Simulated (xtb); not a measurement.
xtb job for CH5ClO3Si, SMILES CO[Si](O)(O)Cl, GFN2-xTB. 

```
$ xtb mol.xyz --gfn 2 --sp --chrg 0 --uhf 0 --json
$ cat mol.xyz
11

C      2.37367483    -0.50112783     0.12594438
O      1.10040464    -0.87859466    -0.33143963
Si    -0.33515744    -0.26694429     0.06891410
O     -0.59437882    -0.40722347     1.65766809
O     -1.46275187    -1.11001664    -0.72345268
Cl    -0.42267096     1.69061054    -0.44885140
H      2.46466390    -0.69606268     1.19518412
H      3.10506878    -1.09569673    -0.42084209
H      2.55001967     0.56037164    -0.05924795
H     -1.46768937    -0.29578728     2.02437833
H     -1.36269310    -1.30253900    -1.65166884
```

Log of the run:

```
[banner left out]
          |                Calculation Setup                |
           -------------------------------------------------



           -------------------------------------------------
          |                 G F N 2 - x T B                 |
           -------------------------------------------------

        Reference                      10.1021/acs.jctc.8b01176
      * Hamiltonian:
        H0-scaling (s, p, d)           1.850000    2.230000    2.230000
        zeta-weighting                 0.500000
      * Dispersion:
        s8                             2.700000
        a1                             0.520000
        a2                             5.000000
        s9                             5.000000
      * Repulsion:
        kExp                           1.500000    1.000000
        rExp                           1.000000
      * Coulomb:
        alpha                          2.000000
        third order                    shell-resolved
        anisotropic                    true
        a3                             3.000000
        a5                             4.000000
        cn-shift                       1.200000
        cn-exp                         4.000000
        max-rad                        5.000000


          ...................................................
          :                      SETUP                      :
          :.................................................:
          :  # basis functions                  41          :
          :  # atomic orbitals                  39          :
          :  # shells                           19          :
          :  # electrons                        38          :
          :  max. iterations                   250          :
          :  Hamiltonian                  GFN2-xTB          :
          :  restarted?                      false          :
          :  GBSA solvation                  false          :
          :  PC potential                    false          :
          :  electronic temp.          300.0000000     K    :
          :  accuracy                    1.0000000          :
          :  -> integral cutoff          0.2500000E+02      :
          :  -> integral neglect         0.1000000E-07      :
          :  -> SCF convergence          0.1000000E-05 Eh   :
          :  -> wf. convergence          0.1000000E-03 e    :
          :  Broyden damping             0.4000000          :
          :  net charge                          0          :
          :  unpaired electrons                  0          :
          ...................................................

 iter      E             dE          RMSdq      gap      omega  full diag
   1    -23.4328023 -0.234328E+02  0.649E+00   10.02       0.0  T
   2    -23.4850417 -0.522394E-01  0.369E+00    8.81       1.0  T
   3    -23.4844733  0.568417E-03  0.149E+00    8.92       1.0  T
   4    -23.4884498 -0.397649E-02  0.880E-01    8.37       1.0  T
   5    -23.4908722 -0.242244E-02  0.367E-01    8.74       1.0  T
   6    -23.4919261 -0.105387E-02  0.148E-01    8.66       1.0  T
   7    -23.4919999 -0.737949E-04  0.640E-02    8.64       1.0  T
   8    -23.4920154 -0.154597E-04  0.381E-02    8.63       1.0  T
   9    -23.4920221 -0.676471E-05  0.152E-02    8.62       2.0  T
  10    -23.4920228 -0.672599E-06  0.681E-03    8.62       4.4  T
  11    -23.4920229 -0.129272E-06  0.205E-03    8.62      14.7  T
  12    -23.4920229 -0.659286E-08  0.134E-03    8.62      22.5  T
  13    -23.4920229 -0.122310E-07  0.642E-04    8.62      47.0  T
  14    -23.4920229 -0.445604E-08  0.133E-04    8.62     227.2  T

   *** convergence criteria satisfied after 14 iterations ***

         #    Occupation            Energy/Eh            Energy/eV
      -------------------------------------------------------------
         1        2.0000           -1.0412254             -28.3332
       ...           ...                  ...                  ...
        13        2.0000           -0.5012502             -13.6397
        14        2.0000           -0.4841852             -13.1754
        15        2.0000           -0.4659908             -12.6803
        16        2.0000           -0.4457174             -12.1286
        17        2.0000           -0.4370189             -11.8919
        18        2.0000           -0.4239066             -11.5351
        19        2.0000           -0.4226869             -11.5019 (HOMO)
        20                         -0.1058603              -2.8806 (LUMO)
        21                         -0.0996995              -2.7130
        22                         -0.0934287              -2.5423
        23                         -0.0224485              -0.6109
        24                          0.0276151               0.7514
       ...                                ...                  ...
        39                          0.8355315              22.7360
      -------------------------------------------------------------
                  HL-Gap            0.3168266 Eh            8.6213 eV
             Fermi-level           -0.2642736 Eh           -7.1913 eV

 SCC (total)                   0 d,  0 h,  0 min,  0.011 sec
 SCC setup                      ...        0 min,  0.000 sec (  0.882%)
 Dispersion                     ...        0 min,  0.000 sec (  0.442%)
 classical contributions        ...        0 min,  0.000 sec (  0.176%)
 integral evaluation            ...        0 min,  0.002 sec ( 14.377%)
 iterations                     ...        0 min,  0.006 sec ( 53.004%)
 molecular gradient             ...        0 min,  0.003 sec ( 30.161%)
 printout                       ...        0 min,  0.000 sec (  0.834%)

         :::::::::::::::::::::::::::::::::::::::::::::::::::::
         ::                     SUMMARY                     ::
         :::::::::::::::::::::::::::::::::::::::::::::::::::::
         :: total energy             -23.347689764035 Eh    ::
         :: gradient norm              0.000175139294 Eh/a0 ::
         :: HOMO-LUMO gap              8.621289445285 eV    ::
         ::.................................................::
         :: SCC energy               -23.492007315793 Eh    ::
         :: -> isotropic ES            0.089318289802 Eh    ::
         :: -> anisotropic ES         -0.003466071041 Eh    ::
         :: -> anisotropic XC         -0.001554343401 Eh    ::
         :: -> dispersion             -0.007475100148 Eh    ::
         :: repulsion energy           0.144317551758 Eh    ::
         :: add. restraining           0.000000000000 Eh    ::
         :: total charge              -0.000000000000 e     ::
         :::::::::::::::::::::::::::::::::::::::::::::::::::::

           -------------------------------------------------
          |                Property Printout                |
           -------------------------------------------------

    * Orbital Energies and Occupations

         #    Occupation            Energy/Eh            Energy/eV
      -------------------------------------------------------------
         1        2.0000           -1.0412254             -28.3332
       ...           ...                  ...                  ...
         7        2.0000           -0.5881744             -16.0050
         8        2.0000           -0.5653607             -15.3842
         9        2.0000           -0.5444848             -14.8162
        10        2.0000           -0.5405545             -14.7092
        11        2.0000           -0.5276794             -14.3589
        12        2.0000           -0.5063614             -13.7788
        13        2.0000           -0.5012502             -13.6397
        14        2.0000           -0.4841852             -13.1754
        15        2.0000           -0.4659908             -12.6803
        16        2.0000           -0.4457174             -12.1286
        17        2.0000           -0.4370189             -11.8919
        18        2.0000           -0.4239066             -11.5351
        19        2.0000           -0.4226869             -11.5019 (HOMO)
        20                         -0.1058603              -2.8806 (LUMO)
        21                         -0.0996995              -2.7130
        22                         -0.0934287              -2.5423
        23                         -0.0224485              -0.6109
        24                          0.0276151               0.7514
        25                          0.0336326               0.9152
        26                          0.0359249               0.9776
        27                          0.0376379               1.0242
        28                          0.0758958               2.0652
        29                          0.0870449               2.3686
        30                          0.0914387               2.4882
       ...                                ...                  ...
        39                          0.8355315              22.7360
      -------------------------------------------------------------
                  HL-Gap            0.3168266 Eh            8.6213 eV
             Fermi-level           -0.2642736 Eh           -7.1913 eV

     #   Z          covCN         q      C6AA      α(0)
     1   6 C        3.686     0.034    20.197     6.434
     2   8 O        1.621    -0.340    19.746     5.998
     3  14 Si       3.184     0.674   136.706    24.696
     4   8 O        1.576    -0.446    21.809     6.302
     5   8 O        1.576    -0.463    22.170     6.354
     6  17 Cl       0.804    -0.269   107.617    15.869
     7   1 H        0.924     0.050     2.318     2.381
     8   1 H        0.925     0.060     2.194     2.317
     9   1 H        0.924     0.046     2.366     2.406
    10   1 H        0.810     0.329     0.640     1.256
    11   1 H        0.811     0.326     0.647     1.263

 Mol. C6AA /au·bohr⁶  :       2107.127614
 Mol. C8AA /au·bohr⁸  :      72556.815878
 Mol. α(0) /au        :         75.274244


Wiberg/Mayer (AO) data.
largest (>0.10) Wiberg bond orders for each atom

 ---------------------------------------------------------------------------
     #   Z sym  total        # sym  WBO       # sym  WBO       # sym  WBO
 ---------------------------------------------------------------------------
     1   6 C    3.933 --     9 H    0.985     7 H    0.985     2 O    0.982
                             8 H    0.982
     2   8 O    2.294 --     3 Si   1.147     1 C    0.982
     3  14 Si   4.477 --     4 O    1.183     5 O    1.153     2 O    1.147
                             6 Cl   0.975
     4   8 O    2.205 --     3 Si   1.183    10 H    0.875
     5   8 O    2.181 --     3 Si   1.153    11 H    0.878
     6  17 Cl   1.147 --     3 Si   0.975
     7   1 H    0.997 --     1 C    0.985
     8   1 H    0.996 --     1 C    0.982
     9   1 H    0.998 --     1 C    0.985
    10   1 H    0.892 --     4 O    0.875
    11   1 H    0.894 --     5 O    0.878
 ---------------------------------------------------------------------------

Topologies differ in total number of bonds
Writing topology from bond orders to xtbtopo.mol

molecular dipole:
                 x           y           z       tot (Debye)
 q only:        0.075      -0.480       0.075
   full:        0.100      -0.583       0.051       1.509
molecular quadrupole (traceless):
                xx          xy          yy          xz          yz          zz
 q only:        4.435       0.948      -6.746      -0.882       2.724       2.312
  q+dip:        3.818       0.677      -7.994      -1.818       3.649       4.176
   full:        5.135       1.007      -8.897      -1.447       3.852       3.762


           -------------------------------------------------
          | TOTAL ENERGY              -23.347689764035 Eh   |
Note: The following floating-point exceptions are signalling: IEEE_UNDERFLOW_FLAG IEEE_DENORMAL
normal termination of xtb
          | GRADIENT NORM               0.000175139294 Eh/α |
          | HOMO-LUMO GAP               8.621289445285 eV   |
           -------------------------------------------------

------------------------------------------------------------------------
------------------------------------------------------------------------
 total:
 SCF:
```

The run converged.
